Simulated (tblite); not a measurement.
C6H9S2 (doublet state).
Numbering: `[CH3:1][S:2][C@:3]1([CH3:4])[CH2:5][CH:6][C:7]1=[S:8]` (hydrogens: H9, H10, H11 on C1; H12, H13, H14 on C4; H15, H16 on C5; H17 on C6)
Bond orders are those of one Lewis drawing.

Computed with GFN2-xTB (tblite), gas phase: L-BFGS steps from a force-field or distance-geometry start until the largest atomic force falls under 0.01 eV/Å.

Step 22: E = -648.9810 eV
```
atom  x, y, z in Å  |  force x, y, z in eV/Å
C1      2.4727   -0.1055   -0.0238   -0.017  -0.017   0.015
S2      1.1122   -1.0446   -0.7558   -0.011  -0.038  -0.005
C3     -0.3576   -0.2508   -0.0110    0.043  -0.001   0.014
C4     -0.4546   -0.4883    1.4797   -0.006  -0.020   0.035
C5     -1.6067   -0.5714   -0.8775    0.041  -0.059   0.060
C6     -1.6183    0.8811   -1.2310   -0.016   0.020  -0.005
C7     -0.5353    1.1914   -0.4801    0.047   0.010  -0.104
S8      0.3665    2.5687   -0.1269   -0.008   0.038   0.007
H9      2.4560    0.9161   -0.4010   -0.054  -0.013   0.021
H10     3.3858   -0.6074   -0.3275   -0.002   0.031  -0.014
H11     2.3824   -0.1138    1.0566    0.047   0.007   0.027
H12     0.3868   -0.0389    2.0039    0.009   0.022  -0.044
H13    -1.3635   -0.0381    1.8748   -0.034   0.001  -0.057
H14    -0.4677   -1.5551    1.6905   -0.011  -0.037  -0.013
H15    -1.4186   -1.2499   -1.7087    0.029  -0.031  -0.015
H16    -2.4676   -0.9295   -0.3165   -0.046   0.001   0.050
H17    -2.2794    1.4480   -1.8556   -0.011   0.086   0.025
```

Step 23: E = -648.9827 eV
```
atom  x, y, z in Å  |  force x, y, z in eV/Å
C1      2.4701   -0.1064   -0.0234   -0.010  -0.008   0.019
S2      1.1103   -1.0508   -0.7527    0.056  -0.030  -0.010
C3     -0.3559   -0.2529   -0.0106    0.004  -0.023   0.004
C4     -0.4543   -0.4885    1.4796   -0.018  -0.015   0.037
C5     -1.6062   -0.5718   -0.8782    0.037  -0.056   0.058
C6     -1.6151    0.8824   -1.2292   -0.057  -0.011  -0.010
C7     -0.5308    1.1886   -0.4784    0.024   0.043  -0.151
S8      0.3728    2.5671   -0.1352    0.003   0.041   0.024
H9      2.4461    0.9169   -0.3971   -0.061  -0.025   0.020
H10     3.3876   -0.5988   -0.3303   -0.026   0.022  -0.016
H11     2.3837   -0.1168    1.0578    0.045   0.001   0.014
H12     0.3859   -0.0352    2.0023    0.008   0.009  -0.033
H13    -1.3644   -0.0380    1.8706   -0.041   0.004  -0.041
H14    -0.4681   -1.5550    1.6925   -0.001  -0.031  -0.008
H15    -1.4161   -1.2501   -1.7106    0.018  -0.003   0.011
H16    -2.4700   -0.9306   -0.3200   -0.010   0.014   0.038
H17    -2.2826    1.4518   -1.8470    0.028   0.069   0.044
```

Step 24: E = -648.9846 eV
```
atom  x, y, z in Å  |  force x, y, z in eV/Å
C1      2.4670   -0.1077   -0.0225    0.001   0.002   0.022
S2      1.1093   -1.0588   -0.7491    0.110  -0.016  -0.006
C3     -0.3536   -0.2555   -0.0103   -0.033  -0.033  -0.019
C4     -0.4541   -0.4891    1.4800   -0.026  -0.002   0.015
C5     -1.6048   -0.5730   -0.8780    0.013  -0.029   0.034
C6     -1.6122    0.8834   -1.2276   -0.082  -0.043  -0.009
C7     -0.5251    1.1861   -0.4792    0.006   0.054  -0.164
S8      0.3790    2.5667   -0.1441    0.008   0.028   0.033
H9      2.4336    0.9171   -0.3925   -0.067  -0.032   0.017
H10     3.3895   -0.5887   -0.3336   -0.045   0.009  -0.020
H11     2.3862   -0.1202    1.0595    0.039  -0.008   0.002
H12     0.3851   -0.0309    1.9999    0.000  -0.008  -0.013
H13    -1.3663   -0.0378    1.8648   -0.040   0.004  -0.019
H14    -0.4686   -1.5556    1.6943    0.010  -0.012  -0.003
H15    -1.4130   -1.2507   -1.7124    0.004   0.026   0.045
H16    -2.4730   -0.9308   -0.3231    0.039   0.021   0.023
H17    -2.2860    1.4576   -1.8362    0.063   0.039   0.060
```

Question: Estimate the geometry and energy of step 25. (The exact step hangs on the optimiser's Hessian estimate; all steps are aligned on step 24, rigid shifts and turns removed.)

Answer: E = -648.9867 eV, largest force 0.138 eV/Å
```
atom  x, y, z in Å  |  force x, y, z in eV/Å
C1      2.4635   -0.1093   -0.0210    0.014   0.014   0.023
S2      1.1100   -1.0683   -0.7452    0.131   0.000   0.007
C3     -0.3510   -0.2587   -0.0103   -0.048  -0.025  -0.047
C4     -0.4545   -0.4899    1.4805   -0.029   0.018  -0.028
C5     -1.6032   -0.5748   -0.8771   -0.020   0.013  -0.002
C6     -1.6100    0.8835   -1.2258   -0.077  -0.059  -0.001
C7     -0.5182    1.1839   -0.4834   -0.003   0.036  -0.133
S8      0.3860    2.5668   -0.1535    0.002  -0.003   0.031
H9      2.4180    0.9168   -0.3868   -0.069  -0.027   0.014
H10     3.3909   -0.5769   -0.3379   -0.053  -0.006  -0.024
H11     2.3899   -0.1242    1.0617    0.030  -0.019  -0.003
H12     0.3841   -0.0261    1.9967   -0.015  -0.028   0.011
H13    -1.3694   -0.0377    1.8577   -0.030  -0.001   0.005
H14    -0.4691   -1.5567    1.6963    0.019   0.019   0.002
H15    -1.4094   -1.2511   -1.7134   -0.011   0.043   0.070
H16    -2.4757   -0.9307   -0.3258    0.081   0.019   0.016
H17    -2.2889    1.4653   -1.8228    0.078   0.005   0.060
```

The energy changes by -0.0022 eV. The first-order estimate −F·Δx gives -0.0030 eV and the mean of the old and new forces, exact on a quadratic surface, -0.0022 eV. The step makes an angle of 73° with the force vector and moves no atom by more than 0.017 Å.

What follows is the cost of the whole relaxation. Hardware: Arm Neoverse V2, one thread (shared host). Cost: 0.54 s.
